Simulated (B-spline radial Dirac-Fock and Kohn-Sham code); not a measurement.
Photoionisation of aluminum ions at Cu Kα (8047.8 eV)

Model: independent-particle photoionisation in a Dirac-Hartree-Slater potential with a Latter tail, all multipoles, thresholds from Dirac-Fock ΔSCF. Program: a radial finite-basis atomic code. Cross sections in kb; a dash marks an empty subshell or a threshold above the photon energy.

```
 ion  configuration  total    1s    2p1/2    2p3/2       3s     3p1/2
  Al   [Ne] 3s2 3p1  2.200  2.05  0.00606   0.0117  0.00914  4.78e-05
Al⁴⁺   [He] 2s2 2p5  2.201  2.05  0.00556   0.0107        –         –
Al⁷⁺   [He] 2s2 2p2  2.236  2.06  0.00306  0.00592        –         –
Al⁸⁺   [He] 2s2 2p1  2.247  2.07  0.00165  0.00320        –         –
```

Values without a named source are computed, but for edge energies of neutral atoms, which are taken from tables.
